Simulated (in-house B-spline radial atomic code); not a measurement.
How numerical settings move a run on O2+, [He] 2s2 2p2. Computed with an all-electron radial atomic-structure program (B-spline basis): non-relativistic Hartree-Fock, average of configuration, point nucleus.

Command:
```bash
python run_scf.py task.json out
```
Settings of the sound reference run:
```
Z                8
electrons        6
configuration    [He] 2s2 2p2
hamiltonian      nr
method           hf
spin_polarised   False
knot_spacing     0.22
spline_order     8
gauss_points     12
box_radius       22.22
max_iterations   70
damping          0.5
damped_steps     3
diis_vectors     10
tolerance        1e-08
start            Thomas-Fermi
```

Cost of the run: 0.07 s on 1 thread of Intel(R) Xeon(R) Platinum 8488C, on a shared host.

It converges in 9 iterations to -73.048507 hartree, with 2p at -54.2718 eV. The other runs change the listed settings, some to values that make no sense; their results aren't properties of the atom or ion. Radii are in bohr (the nuclear one in fm), a minus after a letter asks for a j subshell, and «unchanged» means within 1e-8 hartree. The run stops when the residual is below 10 × tolerance × max(1, Z/10), or a noise floor if that is larger, and the energy moves by less than 1e-8 × √|E| hartree; so very loose and very tight tolerances often act alike.

| changed settings | outcome |
| --- | --- |
| diis_vectors = 2 | converged in 10 iterations, energy unchanged, 2p level +3.5e-07 eV |
| diis_vectors = 4 | converged in 9 iterations, energy unchanged, 2p level -5.2e-07 eV |
| box_radius = 2.22 | converged in 8 iterations, energy +3.55e-01 hartree from the reference, 2p level +5.2e+00 eV (the program warns: 2p reaches the box edge; 2s reaches the box edge) |
| hamiltonian = dirac, method = r2scan, nucleus = fermi, rms_radius = 2.6991, mass_number = 16, atomic_mass = 15.99491, speed_of_light = 137.036 | stopped with error: meta-GGAs are not served with the Dirac Hamiltonian |
| box_radius = 1.33 | converged in 7 iterations, energy +5.28e+00 hartree from the reference, 2p level +4.7e+01 eV (the program warns: 2p reaches the box edge; 1s reaches the box edge) |
| damping = 0.2 | converged in 9 iterations, energy unchanged, 2p level +3.7e-07 eV |
| electrons = 7, configuration = [He] 2s2 2p2 3p-1, max_iterations = 50 | stopped with error: j subshells need the Dirac Hamiltonian and l > 0 |
| box_radius = 6.67 | converged in 9 iterations, energy +1.09e-07 hartree from the reference, 2p level +6.4e-06 eV |
| damping = 0.8 | converged in 9 iterations, energy unchanged, 2p level -1.1e-06 eV |
| damping = 0.95 | converged in 10 iterations, energy unchanged, 2p level +4.9e-07 eV |
| knot_spacing = 0.55, max_iterations = 75, damped_steps = 30, diis_vectors = 0, start = bare nucleus | converged in 27 iterations, energy +3.13e-04 hartree from the reference, 2p level -1.2e-03 eV |
| knot_spacing = 0.1, gauss_points = 5, box_radius = 0.89, max_iterations = 60, start = bare nucleus | converged in 7 iterations, energy +2.38e+01 hartree from the reference, 2p level +1.6e+02 eV (the program warns: 2p has a positive eigenvalue: unbound, held by the box; 2s has a positive eigenvalue: unbound, held by the box) |

Q: What happens with knot_spacing = 0.75, spline_order = 7, first_knot = 0.0125, max_iterations = 75?

A: Converged in 9 iterations, energy +1.09e-02 hartree from the reference, 2p level -2.0e-02 eV.

Q: What happens with diis_vectors = 20?

A: Converged in 9 iterations, energy unchanged.

Q: What happens with diis_vectors = 0?

A: Converged in 24 iterations, energy unchanged, 2p level -1.7e-06 eV.

Q: What happens with box_radius = 4.44?

A: Converged in 9 iterations, energy +2.76e-04 hartree from the reference, 2p level +1.0e-02 eV (the program warns: 2p reaches the box edge; 2s reaches the box edge).
